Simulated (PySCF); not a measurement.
Compound: C2H11GeNOSi2.
Numbering: `[GeH3:1][O:2][C@H:3]1[CH2:4][SiH2:5][NH:6][SiH2:7]1` (hydrogens: H8, H9, H10 on Ge1; H11 on C3; H12, H13 on C4; H14, H15 on Si5; H16 on N6; H17, H18 on Si7)

Method: core-valence-separated Tamm–Dancoff BHandHLYP/aug-pcX-1 (pcseg-1 on H, def2-SVPD on Ge, def2-SVPD on Si) in PySCF, non-relativistic, gas phase, PBE0-D3(BJ)/def2-SVP geometry. BHandHLYP without relativity tends to put these K edges a few eV too low, so spacings mean more than positions.

(1) What does the O 1s absorption edge look like?

(2) List the nitrogen K-edge absorption lines.

(3) List the carbon K-edge absorption lines.

## Answers

(1) 
| E (eV) | f | core hole on | main final orbital |
| --- | --- | --- | --- |
| 531.59 | 0.0209 | O2 | LUMO+2 (41 %) |
| 533.39 | 0.0144 | O2 | spread |
| 533.50 | 0.0126 | O2 | LUMO+1 (50 %) |
| 533.98 | 0.0126 | O2 | spread |
| 534.22 | 0.0048 | O2 | spread |
| 534.46 | 0.0019 | O2 | LUMO+4 (42 %) |
| 534.54 | 0.0037 | O2 | spread |

The first line with a tenth or more of the strongest one's intensity is at 531.59 eV (f = 0.021), with the hole on O2 (oxygen bonded to C and Ge). It is also the strongest listed.

(2) 
| E (eV) | f | core hole on | main final orbital |
| --- | --- | --- | --- |
| 398.78 | 0.0060 | N6 | LUMO (69 %) |
| 400.02 | 0.0170 | N6 | spread |
| 400.14 | 0.0248 | N6 | spread |
| 400.46 | 0.0079 | N6 | spread |
| 400.69 | 0.0247 | N6 | spread |
| 401.12 | 0.0020 | N6 | LUMO+7 (44 %) |
| 401.30 | 0.0034 | N6 | spread |

The first line with a tenth or more of the strongest one's intensity is at 398.78 eV (f = 0.006), with the hole on N6 (nitrogen bridging silicon atoms). The strongest listed is at 400.14 eV (f = 0.025; N6).

(3) 
```tsv
E (eV)	f	core hole on	main final orbital
285.27	0.0112	C4	LUMO+1 (63 %)
285.70	0.0115	C4	LUMO (47 %)
285.86	0.0265	C4	LUMO+5 (43 %)
286.17	0.0008	C4	LUMO+2 (46 %)
286.28	0.0289	C3	LUMO (40 %)
286.54	0.0252	C4	LUMO+7 (36 %)
286.88	0.0021	C4	LUMO+3 (37 %)
286.92	0.0194	C3	LUMO+1 (34 %)
287.00	0.0011	C4	LUMO+4 (58 %)
287.18	0.0051	C4	spread
287.31	0.0010	C4	spread
```

The first line with a tenth or more of the strongest one's intensity is at 285.27 eV (f = 0.011), with the hole on C4 (sp3 carbon bound to silicon). The strongest listed is at 286.28 eV (f = 0.029; C3).

Roots within 0.03 eV whose holes lie on the same, on equivalent or on shared atoms are summed into one line, and the highest roots are left out, as the search may have cut off their partners. Final orbitals are the ground state's empty Kohn–Sham orbitals.

Problem. What are the wavelength and the wavenumber of the 533.50 eV line?

Solution. λ = 12398.42 eV Å/533.50 eV = 23.240 Å; 4.3030 × 10⁶ cm⁻¹.

Only the lowest roots of each edge were sought. The BHandHLYP/aug-pcX-1 (pcseg-1 on H, def2-SVPD on Ge, def2-SVPD on Si) calculation is non-relativistic and has no spin–orbit coupling, an omission that weighs most on germanium.

The run took 37 s wall on one thread, Arm Neoverse V1 (aarch64), shared host, and the process peaked at 1.3 GiB of memory.

One conformer stands for the species.
